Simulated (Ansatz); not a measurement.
Gas-phase electronic energies from Ansatz, PBE0-D4/def2-TZVP geometries. CCSD(T)/CBS is the MP2 limit (def2-TZVPP, def2-QZVPP) plus CCSD(T) − MP2 in def2-TZVPP, frozen cores. This one scheme is used for every species. DFT in def2-TZVPP. For Se outer-core shells are correlated without core-valence functions, which leaves a few kJ/mol of doubt a bond. Scalar relativity is left out up to krypton. Each species was taken in one conformer, which may not be the lowest.

Consider the cleavage of the Si–Si bond: `CO[SiH](N)[SiH3]` + `O[SiH](F)[SeH]` → `F[SiH]([SeH])O[SiH3]` + `CO[SiH2]N`.

**Question.** Is it downhill or uphill in electronic energy at CCSD(T)/CBS, and by how much? (An estimate is asked.)

**Answer.** Ansatz gave: Downhill: ΔE = -109.0 kJ/mol.

**Question.** What do these levels give: PBE-D4, PBE0-D4, ωB97X-V, ωB97M-V, PBE, r2SCAN, PBE0, HF/def2-TZVPP, CCSD/def2-TZVPP, HF/def2-QZVPP, HF/CBS(def2), MP2/CBS(def2)? (Best estimate.)

**Answer.** Computed: PBE-D4 -77.4, PBE0-D4 -88.1, ωB97X-V -104.1, ωB97M-V -108.6, PBE -78.3, r2SCAN -98.8, PBE0 -88.9, HF/def2-TZVPP -138.4, CCSD/def2-TZVPP -112.5, HF/def2-QZVPP -141.7, HF/CBS(def2) -142.1, MP2/CBS(def2) -116.7 kJ/mol.

Largest T1 diagnostic among the species: 0.012.

From PBE to PBE0 (25 % exact exchange), in def2-TZVPP and without D4, ΔE moves by −10.5 kJ/mol. In def2-TZVPP, CCSD(T) changes the Hartree–Fock value by +30.4 kJ/mol (the triples alone add +4.5 kJ/mol) and MP2 by +22.7 kJ/mol.
